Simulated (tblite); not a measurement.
C6H7OS (doublet state).
Cartesian coordinates in Å at the GFN2-xTB level; atoms count from 1:
```
atom  x, y, z in Å
C1     2.8461    0.5808   -1.4360
C2     1.9202    0.2328   -0.7610
C3     0.8642   -0.1355    0.1838
C4     0.5439   -1.6258    0.2239
S5    -1.2713   -1.2480    0.4469
O6    -2.0447   -1.9068   -0.5954
C7    -0.5280    0.3490   -0.2236
C8    -1.0264    1.6352    0.3823
H9     1.1284    0.2386    1.1777
H10    0.6797   -2.1224   -0.7336
H11    1.0026   -2.2002    1.0228
H12   -0.6678    0.3246   -1.3051
H13   -2.0699    1.7980    0.1212
H14   -0.9378    1.6121    1.4670
H15   -0.4436    2.4755    0.0072
```

Level: GFN2-xTB in tblite, geometry and Hessian alike; calculated harmonic values, unscaled, isolated species. Errors from tens to a few hundred cm⁻¹ against measured bands are possible. One conformer, not necessarily the lowest. Open shells enter through the occupations alone, without spin polarisation, and single modes of such species can be off by tens of per cent.

Harmonic wavenumbers (cm⁻¹): 66.9, 126.1, 174.1, 183.9, 213.4, 239.1, 300.6, 355.4, 363.7, 404.1, 496.5, 651.3, 677.8, 807.3, 873.6, 972.0, 989.4, 1015.3, 1066.4, 1090.4, 1104.8, 1131.8, 1152.9, 1163.3, 1220.2, 1242.8, 1304.1, 1406.3, 1428.7, 1483.5, 1485.0, 2262.2, 2937.1, 2984.1, 3021.1, 3031.1, 3032.0, 3039.3, 3041.5.

A = 2988, B = 1302, C = 1038 MHz; mass 127.022 u (most abundant isotopes); point group C1, symmetry number 1; spin multiplicity 2.

Q: Zero-point energy?

A: ½Σν̃ = 24270 cm⁻¹ = 69.39 kcal/mol.

Q: Entropy at 298.15 K, 1 bar (ideal gas, RRHO, classical rotation)?

A: Translation 40.46, rotation 28.77, vibration 22.89, spin (R ln 2) 1.38: S = 93.5 cal/(mol K).

Q: And Cp and H(298.15 K) − H(0)?

A: Cp = 33.29 cal/(mol K), of which vibrations give 25.35 (their classical limit is 39 R = 77.5); H(298.15 K) − H(0) = 6.19 kcal/mol without the zero-point energy, 3.82 from vibrations.

Q: Which modes carry the vibrational entropy at 298.15 K?

A: 66.9 cm⁻¹: 4.24; 126.1 cm⁻¹: 3.00; 174.1 cm⁻¹: 2.39; 183.9 cm⁻¹: 2.29; 213.4 cm⁻¹: 2.01; 239.1 cm⁻¹: 1.81 cal/(mol K); the other 33 give 7.14 together.

Q: Blend soft modes into free rotors: weight 1/[1 + (100 cm⁻¹/ν̃)⁴] for the oscillator and the rest for a rotor with moment μB/(μ + B), μ = h/(8π²ν), B = 10⁻⁴⁴ kg m². What vibrational entropy results?

A: 21.97 cal/(mol K) in place of 22.89, which changes −T·S at 298.15 K by +0.27 kcal/mol.

Q: What must be added to the electronic energy to get the Gibbs energy at 298.15 K and 1 bar?

A: ZPE + [H(298.15 K) − H(0)] − T·S = 69.39 + 6.19 − 27.87 = 47.71 kcal/mol.

Q: How do the functions run with temperature in this model?

A: 
```tsv
T (K)	S (cal/(mol K))	Cp (cal/(mol K))	H − H(0) (kcal/mol)	G − H(0) (kcal/mol)	ln q(vib)
50	57.8	11.1	0.45	-2.44	0.20
100	67.3	16.9	1.15	-5.58	0.93
373.15	101.6	39.0	8.90	-29.01	6.69
500	114.2	47.3	14.39	-42.70	9.38
750	135.7	58.7	27.75	-74.02	14.45
1000	153.6	66.0	43.38	-110.25	19.11
```

q(vib) and H(0) count from the zero-point level.

Hindered rotation and anharmonicity are outside this model. Other conformers, if any are populated, would add a mixing term that is left out. The structure is chiral; the term R ln 2 for an equal mix with its mirror image is left out.

Time: 0.48 s of wall time. Hardware: Arm Neoverse V1, one thread, no GPU, shared host with 32 logical CPUs at a one-minute load of 13. The figure is for the frequency step alone.
